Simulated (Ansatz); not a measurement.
Cartesian coordinates (Å):
```xyz
8

Ti    -0.0440     0.1711    -0.0336
O     -1.4068     1.0355    -0.7830
H     -1.8691     0.9796    -1.6276
O      1.0223     1.2245     0.9250
H      0.9768     2.1336     1.2439
O      0.8335    -0.8852    -1.1650
H      1.7589    -1.1198    -1.3018
H     -0.7561    -0.8840     1.0959
```
Charge 0, spin multiplicity 1.

Method: Ansatz (a quantum-chemistry and plane-wave program) with frozen-core CCSD(T)/def2-TZVPP // r2SCAN-D4/def2-SVP.

The HF energy is -1075.56654 Ha. The MP2 correlation energy is -1.16903 Ha.

Estimate the CCSD correlation energy, the (T) correction, the total energy and the T1 diagnostic.


```
Property                         Result
-----------------------  --------------
CCSD correlation energy     -1.17387 Ha
(T) correction              -0.05624 Ha
CCSD(T) total energy     -1076.79665 Ha
T1 diagnostic                     0.025
```
